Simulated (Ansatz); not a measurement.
Input file for Ansatz (a quantum-chemistry and plane-wave program): U-CCSD(T)/def2-SVP on InCl, a point of a bond scan (R = 2.441 Å). Elements past Kr take the def2 small-core potentials; no spin–orbit coupling. The run froze 14 orbitals, filled d shells among them.

Ansatz 0.2 input:
```yaml
crystal:
  periodic: [false, false, false]
  atoms:
    - {symbol: In, position_ang: [-0.00000000, -0.00000000, -0.62874031]}
    - {symbol: Cl, position_ang: [0.00000000, 0.00000000, 1.81225147]}
basis:
  gaussian:
    orbitals: def2-SVP
correlation: {method: ccsd_t, electrons: outside_noble_gas}
scf: {omitted_lower_state_checks: [cluster_reference]}
magnetization: {spin_polarized: true, initial_magnetization: 0}
```

Give the final energy of this run.

-648.8415 hartree (reference determinant -648.6479, T1 diagnostic 0.014).
